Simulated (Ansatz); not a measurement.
`[OH][InH]` radical, charge 0, multiplicity 2.

Give a relaxed structure at PBE0-D4/def2-TZVP (the Gaussian-basis code of Ansatz). (An estimate is asked.)

Computed: 
Z-matrix (Å, degrees):
```
O
In 1 2.003
H 1 0.960 2 115.0
H 2 1.767 1 113.8 3 180.0
```
Point group Cs.
